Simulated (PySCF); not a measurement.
C6H5F, SMILES C#CC(=C)/C=C\F. Coordinates come from a PBE-D3(BJ)/def2-SVP optimisation. The structure was generated by enumeration; whether it is a known compound was not checked. One conformer was computed; it need not be the lowest.

Problem. Give the equilibrium geometry at PBE-D3(BJ)/def2-SVP (PySCF confirms it by a frequency run) as Cartesian coordinates in Å, and its point group. (The exact figures need the calculation; the answer reports its results.)

Solution. This is not unique; one that fits is point group Cs.
```xyz
12

C     -2.1685     0.9533     0.0000
C     -0.9460     0.8798     0.0000
C      0.4888     0.8288     0.0000
C      1.2046     1.9929     0.0000
C      1.1833    -0.4643     0.0000
C      0.6592    -1.7085     0.0000
F     -0.6498    -1.9776     0.0000
H     -3.2479     1.0055     0.0000
H      0.7001     2.9690     0.0000
H      2.3051     1.9749     0.0000
H      2.2835    -0.4219     0.0000
H      1.2783    -2.6214     0.0000
```
